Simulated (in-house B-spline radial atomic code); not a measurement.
RPA and G0W0 for K IX (K8+), [Ne] 3s1, highest spin, as one setting changes: the share of exact exchange in the PBE hybrid start. A dash marks a level of low quasi-particle weight. Computed with an all-electron radial atomic-structure program (B-spline basis): all electrons, scalar-relativistic (spin-free one-electron X2C), finite nucleus, each spin shell either full or empty, empty states to l = 9 with an (l + 1/2)⁻⁴ tail; G0W0 by contour deformation at full frequency.

| share of exact exchange in the PBE hybrid start | mean-field level (eV) | G0W0 level (eV) | RPA correlation (Eh) |
| --- | --- | --- | --- |
| 0 | -167.53 | 3s up -177.35 | -0.68724 |
| 0.1 | ? | ? | ? |
| 0.2 | -169.21 | 3s up -177.23 | -0.67408 |
| 0.3 | -170.05 | 3s up -177.18 | -0.66799 |
| 0.4 | -170.88 | 3s up -177.13 | -0.66217 |
| 0.5 | ? | ? | ? |
| 0.6 | -172.55 | 3s up -177.04 | -0.65117 |
| 0.7 | -173.38 | 3s up -177.00 | -0.64596 |
| 0.8 | -174.22 | 3s up -176.96 | -0.64091 |
| 0.9 | -175.04 | 3s up -176.92 | -0.63602 |
| 1 | -175.87 | 3s up -176.89 | -0.63126 |

Problem. What belongs in the row for 0.1?

Solution. mean-field level (eV): -168.37; G0W0 level (eV): 3s up -177.29; RPA correlation (Eh): -0.68048.

Problem. What belongs in the row for 0.5?

Solution. mean-field level (eV): -171.72; G0W0 level (eV): 3s up -177.08; RPA correlation (Eh): -0.65657.
